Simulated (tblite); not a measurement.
Species: C13H9F3O2S.
Numbering: `[CH2:1]=[CH:2][c:3]1[cH:4][cH:5][cH:6][c:7]2[c:8]([S:9](=[O:10])(=[O:11])[C:12]([F:13])([F:14])[F:15])[cH:16][cH:17][cH:18][c:19]12` (hydrogens: H20, H21 on C1; H22 on C2; H23 on C4; H24 on C5; H25 on C6; H26 on C16; H27 on C17; H28 on C18)

The geometry is computed with GFN2-xTB (gas phase).

What internal coordinates does the optimisation give?

```json
{"bond": "C1=C2", "length (Å)": "1.326", "order": "double"}
{"bond": "C2–C3", "length (Å)": "1.464", "order": "single"}
{"bond": "C3–C4", "length (Å)": "1.378", "order": "aromatic"}
{"bond": "C4–C5", "length (Å)": "1.398", "order": "aromatic"}
{"bond": "C5–C6", "length (Å)": "1.369", "order": "aromatic"}
{"bond": "C6–C7", "length (Å)": "1.408", "order": "aromatic"}
{"bond": "C7–C8", "length (Å)": "1.411", "order": "aromatic"}
{"bond": "C8–S9", "length (Å)": "1.787", "order": "single"}
{"bond": "S9=O10, S9=O11", "length (Å)": "1.429", "order": "double"}
{"bond": "S9–C12", "length (Å)": "1.908", "order": "single"}
{"bond": "C12–F13", "length (Å)": "1.325", "order": "single"}
{"bond": "C12–F14, C12–F15", "length (Å)": "1.336", "order": "single"}
{"bond": "C8–C16", "length (Å)": "1.367", "order": "aromatic"}
{"bond": "C16–C17", "length (Å)": "1.399", "order": "aromatic"}
{"bond": "C17–C18", "length (Å)": "1.369", "order": "aromatic"}
{"bond": "C18–C19", "length (Å)": "1.411", "order": "aromatic"}
{"bond": "C3–C19", "length (Å)": "1.425", "order": "aromatic"}
{"bond": "C7–C19", "length (Å)": "1.428", "order": "aromatic"}
{"bond": "C1–H20", "length (Å)": "1.076", "order": "single"}
{"bond": "C1–H21", "length (Å)": "1.077", "order": "single"}
{"bond": "C2–H22", "length (Å)": "1.082", "order": "single"}
{"bond": "C4–H23", "length (Å)": "1.079", "order": "single"}
{"bond": "C5–H24", "length (Å)": "1.079", "order": "single"}
{"bond": "C6–H25", "length (Å)": "1.076", "order": "single"}
{"bond": "C16–H26", "length (Å)": "1.078", "order": "single"}
{"bond": "C17–H27", "length (Å)": "1.078", "order": "single"}
{"bond": "C18–H28", "length (Å)": "1.079", "order": "single"}
```

Bonds in one row agree within 0.01 Å and their mean is given. Orders are formal, as drawn. A selection of angles:
```json
{"angle": "C2–C1–H20", "degrees": "121.6"}
{"angle": "C2–C1–H21", "degrees": "122.0"}
{"angle": "H20–C1–H21", "degrees": "116.4"}
{"angle": "C1–C2–C3", "degrees": "124.1"}
{"angle": "C1–C2–H22", "degrees": "119.6"}
{"angle": "C3–C2–H22", "degrees": "116.4"}
{"angle": "C2–C3–C4", "degrees": "119.9"}
{"angle": "C2–C3–C19", "degrees": "121.0"}
{"angle": "C4–C3–C19", "degrees": "119.1"}
{"angle": "C3–C4–C5", "degrees": "121.4"}
{"angle": "C3–C4–H23", "degrees": "119.2"}
{"angle": "C5–C4–H23", "degrees": "119.3"}
{"angle": "C4–C5–C6", "degrees": "120.8"}
{"angle": "C4–C5–H24", "degrees": "119.3"}
{"angle": "C6–C5–H24", "degrees": "119.9"}
{"angle": "C5–C6–C7", "degrees": "120.0"}
{"angle": "C5–C6–H25", "degrees": "120.6"}
{"angle": "C7–C6–H25", "degrees": "119.4"}
{"angle": "C6–C7–C8", "degrees": "123.1"}
{"angle": "C6–C7–C19", "degrees": "119.6"}
{"angle": "C8–C7–C19", "degrees": "117.3"}
{"angle": "C7–C8–S9", "degrees": "122.3"}
{"angle": "C7–C8–C16", "degrees": "122.7"}
{"angle": "S9–C8–C16", "degrees": "114.9"}
{"angle": "C8–S9–O10", "degrees": "109.8"}
{"angle": "C8–S9–O11", "degrees": "114.6"}
{"angle": "C8–S9–C12", "degrees": "100.9"}
{"angle": "O10–S9–O11", "degrees": "118.6"}
{"angle": "O10–S9–C12", "degrees": "104.6"}
{"angle": "S9–C12–F13", "degrees": "111.5"}
{"angle": "S9–C12–F14", "degrees": "108.7"}
{"angle": "F13–C12–F14", "degrees": "108.7"}
{"angle": "F14–C12–F15", "degrees": "107.5"}
{"angle": "C8–C16–C17", "degrees": "119.5"}
{"angle": "C8–C16–H26", "degrees": "119.0"}
{"angle": "C17–C16–H26", "degrees": "121.5"}
{"angle": "C16–C17–C18", "degrees": "119.9"}
{"angle": "C16–C17–H27", "degrees": "119.6"}
{"angle": "C18–C17–H27", "degrees": "120.5"}
{"angle": "C17–C18–C19", "degrees": "121.7"}
{"angle": "C17–C18–H28", "degrees": "119.3"}
{"angle": "C19–C18–H28", "degrees": "119.0"}
{"angle": "C3–C19–C18", "degrees": "122.1"}
{"angle": "C3–C19–C7", "degrees": "119.0"}
```

Dihedral angles: C1–C2–C3–C4 38° (synclinal); C7–C8–S9–O10 -172° (antiperiplanar); C8–S9–C12–F13 171° (antiperiplanar). The mirror-image conformer, all signs reversed, is as good.

The 13 C–C bonds span 1.326 Å (C1=C2, drawn double) to 1.464 Å (C2–C3, drawn single), a spread of 0.138 Å. The 2 C–S bonds span 1.787 Å (C8–S9, drawn single) to 1.908 Å (S9–C12, drawn single), a spread of 0.121 Å. S9 (sulfonyl sulfur) is distorted tetrahedral (angles from 100.9° to 118.6°). The 6-membered ring C7–C8–C16–C17–C18–C19 has internal angles of 117.3° to 122.7°; it is planar, 0.01 Å rms from its mean plane, widest ring torsion 2°. Of the pairs four or more bonds apart, O11···H25 is among the closest relative to their van der Waals radii: 2.18 Å, 80 % of the sum of Bondi's values. The 6-membered ring C3–C4–C5–C6–C7–C19 has internal angles of 119.0° to 121.4°; it is planar, 0.01 Å rms from its mean plane, widest ring torsion 2°.

Point group: C1 (no symmetry element, even within 0.4 Å). Its GFN2-xTB frequencies are all real (lowest 21 cm⁻¹). One conformer, not necessarily the lowest. 3 starts were optimised and ended at 0.00, 0.04 and 3.16 kcal/mol (GFN2-xTB); the lowest of these is shown.
